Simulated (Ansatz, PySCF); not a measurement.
Cl2F2Si. Atoms are numbered in the order given.

```xyz
5

F      0.0000    -1.2915    -1.2738
Si     0.0000     0.0000    -0.3272
F      0.0000     1.2915    -1.2738
Cl    -1.6813     0.0000     0.8091
Cl     1.6813     0.0000     0.8091
```
Charge 0, spin multiplicity 1.

Geometry: B3LYP-D3(BJ)/def2-SVP.

Vertical ionisation energy (IE) and electron affinity (EA) in eV. Rows of orbital energies are one-electron estimates. Where ΔSCF, EOM or ADC give a negative EA the extra electron is unbound and the value depends on the basis.

| level | IE | EA |
|---|---|---|
| −ε(HOMO), −ε(LUMO), r2SCAN/def2-TZVP (PySCF) | 8.89 | 0.90 |
| ΔSCF, CAM-B3LYP/def2-SVPD (Ansatz), final states of multiplicity 2 and 2 | 12.63 | -0.79 |

Q: What vertical singlet–triplet gap does ΔSCF give with CAM-B3LYP/def2-SVPD (Ansatz, an electronic-structure program)? (The exact figures need the calculation; the answer reports its results.)

A: 7.79 eV (triplet above singlet where positive).
